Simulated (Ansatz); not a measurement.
Input for Ansatz (a program for electronic structure): R-wB97M-V/def2-TZVPPD on ClH7Si2 (a complex), monomers drawn apart or pushed together. Files ending in .json are basis or fitting sets from the Basis Set Exchange.

Ansatz 0.2 input:
```yaml
crystal:
  periodic: [false, false, false]
  atoms:
    - {symbol: Cl, position_ang: [-0.08021070, 0.57078754, 0.20848289]}
    - {symbol: H, position_ang: [-0.29665679, 1.26334517, 1.27030651]}
    - {symbol: Si, position_ang: [0.41994904, -1.16515520, 3.46991379]}
    - {symbol: Si, position_ang: [-0.23123907, 0.99082973, 4.12623702]}
    - {symbol: H, position_ang: [1.66974521, -1.10487595, 2.67849970]}
    - {symbol: H, position_ang: [-0.64782448, -1.80089483, 2.66519765]}
    - {symbol: H, position_ang: [0.65713876, -1.97830964, 4.68775970]}
    - {symbol: H, position_ang: [-1.48160262, 0.94868388, 4.92124640]}
    - {symbol: H, position_ang: [-0.48769286, 1.85585045, 2.94144947]}
    - {symbol: H, position_ang: [0.82992252, 1.64437713, 4.92880889]}
basis:
  gaussian:
    orbitals: def2-TZVPPD.json
hamiltonian:
  xc: {name: wB97M-V}
scf: {lower_state_search: off}
```

It printed:

```
WARN ansatz: RAYON_NUM_THREADS=1 ignored (pool sized by the plan → 1); use --threads N
Functional definition: wB97M-V
these checks for a lower state are left out or cut short: stability, starts, cluster_reference, orbital_swaps, neighbouring_geometries, increment
integrals: 0.33 GiB planned
1360 factors; their error is unknown
integrals: 0.36 GiB planned
380 factors; integrals over basis functions are off by at most 3.8e-5 eV
mean field: 1.65 GiB planned
mean field evaluation 1: about -28389.4597 eV, gradient 1.3e1 eV
mean field evaluation 2: about -28389.9459 eV, gradient 6.7e0 eV
mean field evaluation 4: about -28390.0423 eV, gradient 2.4e-1 eV
mean field evaluation 8: about -28390.0739 eV, gradient 4.1e-1 eV
mean field evaluation 16: about -28390.0741 eV, gradient 2.2e-5 eV
mean field -28390.07412715 eV, -1043.3159806895 hartree, gradient 6.1e-6 eV, S^2 0.000000; 0 other end points of the search recorded, 0 dependent functions left out
reference -28390.07420764 eV, -1043.3159836472 hartree; 26, 26 occupied and 240, 240 virtual orbitals, 1360 factors
Total energy: -28390.07420764 eV, -1043.3159836472 hartree
Checks for a lower state left out: stability, starts, cluster_reference, orbital_swaps, neighbouring_geometries, increment
```

The run converged.

Cost: roughly 13 core-seconds.
